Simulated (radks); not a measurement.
Tm2+, configuration [Xe] 4f12.75 5d0.25 (fractional occupations, a model configuration).

Method: scalar-relativistic Kohn-Sham, PBE, spin-polarised, spherical densities, point nucleus; open shells are filled with parallel spins first (spin-orbit coupling, left out, can overturn this in heavy ions); computed with a radial shooting solver on a logarithmic mesh with Libxc functionals.

Energy parts (eV):
part                      energy
total                 -369170.25
kinetic                401322.16
electron-nucleus      -906363.85
Hartree                143620.06
exchange-correlation    -7748.62

Orbitals (lengths in bohr, moments of r in powers of bohr):
| orbital | occ. | eigenvalue (eV) | <1/r> |
|---|---|---|---|
| 1s down | 1 | -59307.99 | 79.11 |
| 1s up | 1 | -59307.98 | 79.11 |
| 2s up | 1 | -10019.50 | 18.43 |
| 2s down | 1 | -10019.48 | 18.43 |
| 2p up | 3 | -8847.587 | 16.97 |
| 2p down | 3 | -8847.572 | 16.97 |
| 3s up | 1 | -2264.690 | 6.802 |
| 3s down | 1 | -2264.139 | 6.803 |
| 3p up | 3 | -1909.892 | 6.342 |
| 3p down | 3 | -1909.340 | 6.343 |
| 3d up | 5 | -1472.129 | 6.009 |
| 3d down | 5 | -1471.706 | 6.010 |
| 4s up | 1 | -459.6387 | 2.873 |
| 4s down | 1 | -458.4952 | 2.873 |
| 4p up | 3 | -343.0567 | 2.625 |
| 4p down | 3 | -341.9335 | 2.625 |
| 4d up | 5 | -188.3162 | 2.320 |
| 4d down | 5 | -187.2121 | 2.319 |
| 5s up | 1 | -69.3115 | 1.082 |
| 5s down | 1 | -68.7008 | 1.080 |
| 5p up | 3 | -42.5289 | 0.8968 |
| 5p down | 3 | -42.0280 | 0.8941 |
| 4f up | 7 | -19.5521 | 1.709 |
| 4f down | 5.75 | -18.5570 | 1.701 |
| 5d up | 0.25 | -14.0277 | 0.5356 |
| 5d down | 0 | -13.6711 | 0.5350 |

The highest occupied level is 5d up at -14.028 eV. Spin moment in Bohr magnetons: 1.5. Summed over all electrons, <r^2> = 37.47 bohr^2, which gives a Langevin (diamagnetic) susceptibility term of -29.7 x 10^-6 cm^3/mol.
